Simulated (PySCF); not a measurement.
## 19F chemical shifts

- GFN2-xTB structure
- shieldings: GIAO PBE0/pcSseg-1
- run in PySCF 2.14
- in vacuum, no relativistic terms, a single conformation, averaged over atoms made equivalent by symmetry, fast rotation or ring inversion

Shieldings were converted by a linear fit to measured shifts: 19F (scatter 6.0 ppm rms, 7.0 ppm with the 5 outliers that the fit left out vs CFCl3, solution or neat liquid, with a term for F on sp3 carbon). A few per cent of atoms miss by over 2 rms, more outside the fitted compound classes.

Problem. Order these by 19F shift, lowest first.
A. C=C[Si@@]1(Cl)C[SiH2][C@H]1F
B. F[C@@H](Cl)[C@@H]1C=C[SiH2][SiH2]1
C. FC1=C(Cl)C[SiH2][SiH2]C1
D. FCC[SiH2]C#C[SiH2]Cl
E. F[C@@H](Cl)[C@H]1C=C[SiH2][SiH2]1
F. N#CC(F)(F)[SiH2][SiH2]N

Solution. A (-247.0 ppm, fluorine on an sp3 carbon), D (-212.0 ppm, fluorine on an sp3 carbon), E (-127.4 ppm, fluorine on an sp3 carbon), B (-115.7 ppm, fluorine on an sp3 carbon), F (-104.8 ppm, fluorine of a CF2 group), C (-87.4 ppm, vinylic fluorine).
